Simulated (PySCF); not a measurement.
C3H5F3, SMILES C[C@@H](F)C(F)F. The structure is a stationary point at PBE-D3(BJ)/def2-SVP. The structure was generated by enumeration; whether it is a known compound was not checked. Other conformers were not sampled.

Calculation: PBE-D3(BJ)/def2-SVP (PySCF).

Harmonic wavenumbers (cm⁻¹): 81, 223, 233, 251, 354, 476, 542, 717, 827, 899, 986, 1094, 1106, 1119, 1170, 1277, 1324, 1345, 1358, 1370, 1410, 1424, 2949, 2963, 2988, 3083, 3097. Rotational constants (GHz): 4.908, 2.856, 2.360; symmetry number 1.

Q: Work out the zero-point energy and the ideal-gas rigid-rotor harmonic-oscillator thermochemistry at 298.15 K and 1 atm.

A: ZPE = ½ Σ hcν = ½ × 34666 cm⁻¹ = 49.56 kcal/mol. H − E(el) = 54.13 kcal/mol. Entropy in cal/(mol K): translation 39.66, rotation 26.68, vibration 12.91, total 79.24. G − E(el) = 30.50 kcal/mol. Cp = 23.51 cal/(mol K). Modes under 150 cm⁻¹ make the vibrational entropy uncertain.
